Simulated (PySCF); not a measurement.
## Polarisability and C₆ of Fe⁺ (iron, charge +1)

[Ar] 3d6 4s1, high-spin 6D determinant. All numbers are calculated (PySCF 2.14, no relativity, point nucleus, in def2-TZVPPD). Coupled (time-dependent) response in atomic units; α is the mean over directions.

```csv
method,mean α (bohr³),"α xx, yy, zz",C₆ (like pair),S(−4)
MN15,30.77,"30.10, 30.10, 32.11",150.8,861.0
```

S(−4) is the Cauchy moment in α(ω) = α(0) + S(−4) ω² + …

α(iu) at MN15:

```
u (hartree)  α(iu) (bohr³)
          0          30.77
     0.0500          28.77
      0.100          24.21
      0.200          15.38
      0.300          10.12
      0.500          5.466
      0.750          3.353
       1.00          2.433
       1.50          1.606
       2.00          1.199
       3.00         0.7585
       5.00         0.3748
```

A single London oscillator, α(iu) = α/(1 + u²/ω²), gives C₆ = (3/4) ω α². Matching the computed C₆ needs ω = 4 × 150.8 / (3 × 30.77²) = 0.212 hartree.

For an ion, C₆ is the dispersion term alone; charge-induced terms of lower order in 1/R come first.

The components differ because the open shell of this determinant is not spherical; for a pure term their mean is the scalar polarisability.
